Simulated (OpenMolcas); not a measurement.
neutral molybdenum.

```yaml
Program: OpenMolcas 26.06
Basis: ANO-RCC-VTZP [7s6p4d2f1g]
Scalar_Hamiltonian: DKH2, point nucleus
Active_space: 6 electrons in 9 orbitals (RAS2 4d 5s; RAS3 5p, at most 2 electrons)
State_averaging: 2S+1 = 7 even, 1 root; 2S+1 = 5 even, 30 roots kept (CI in the orbitals of an earlier block); 2S+1 = 3 even, 72 roots kept (CI in the orbitals of an earlier block); 2S+1 = 1 even, 23 roots kept (CI in the orbitals of an earlier block); 2S+1 = 7 odd, 18 roots; 2S+1 = 5 odd, 13 roots kept (CI in the orbitals of an earlier block); 2S+1 = 3 odd, 3 roots kept (CI in the orbitals of an earlier block, 0 in the spin-orbit step)
Spin-orbit_coupling: state interaction with AMFI integrals over the reference wave functions, term energies averaged over their components
```

Two sets of levels on these reference wave functions, in cm⁻¹ above 4d⁵ 5s ⁷S₃: one from RASSCF and one from MS-RASPT2, IPEA 0.25 Eh, imaginary shift 0.1 Eh (closed shells correlated: 4s 4p).

```tsv
Level	Set 1	Set 2
4d⁵ 5s ⁷S₃	0.0	0.0
4d⁵ 5s ⁵S₂	11270	13810
4d⁴ 5s² ⁵D₀	11120	17300
4d⁴ 5s² ⁵D₁	11280	17440
4d⁴ 5s² ⁵D₂	11580	17710
4d⁴ 5s² ⁵D₃	11990	18060
4d⁴ 5s² ⁵D₄	12480	18500
4d⁵ 5s ⁵G₂	18740	22010
4d⁵ 5s ⁵G₃	18780	22040
4d⁵ 5s ⁵G₄	18830	22090
4d⁵ 5s ⁵G₅	18870	22120
4d⁵ 5s ⁵G₆	18890	22140
4d⁴ 5s 5p ⁷F°₀	29310	23820
4d⁴ 5s 5p ⁷F°₁	29410	23930
4d⁴ 5s 5p ⁷F°₂	29630	24140
4d⁵ 5s ⁵P₃	20420	24180
```

**Question.** Which set is which?

**Answer.** Set 1 is MS-RASPT2. Its levels of the other terms of 4d⁵ 5s lie at 0.82 to 0.85 of the other set's values, as expected, since terms of lower spin or lower L gain more correlation energy than the Hund ground term. Against 3 measured levels (NIST Handbook of Basic Atomic Spectroscopic Data) the mean absolute deviation is 920 cm-1 with it and 4900 cm-1 without; single levels miss by up to 2100 cm-1 with it.

CASPT2 breaks the degeneracy within a term, and the mean is taken; among the terms shown or strongly mixed into the levels shown the widest spread is 380 cm-1 (4d⁵ 5s ⁵G, MS-RASPT2). Some high roots are left out of the spin-orbit mixing, which shifts the levels that they would mix with. Terms from blocks run as CI alone lack orbitals of their own. Configurations are named by rounded mean occupations; where the s occupation lies near a half they are strongly mixed, a name can repeat and a true partner stay unpaired. A single d shell beside an s shell can misplace configurations of different d count against each other. Without dynamic correlation excited terms often stand tens of per cent too high (terms of higher spin than the ground term too low), and those without a measured partner can miss by more than the paired ones (holds for RASSCF). Blocks of more than 70 roots (2S+1 = 3 even) ran without multistate coupling (holds for MS-RASPT2). Computed and measured levels are paired by configuration, term and J; levels that our copy of the source lacks, or whose pairing is in doubt (as where it misses far off the trend of its configuration), stay unpaired and out of the deviations. Levels of configurations outside the active space are missing. The table leaves out levels that lie high or whose names do not pair safely across all columns.

° marks odd parity.
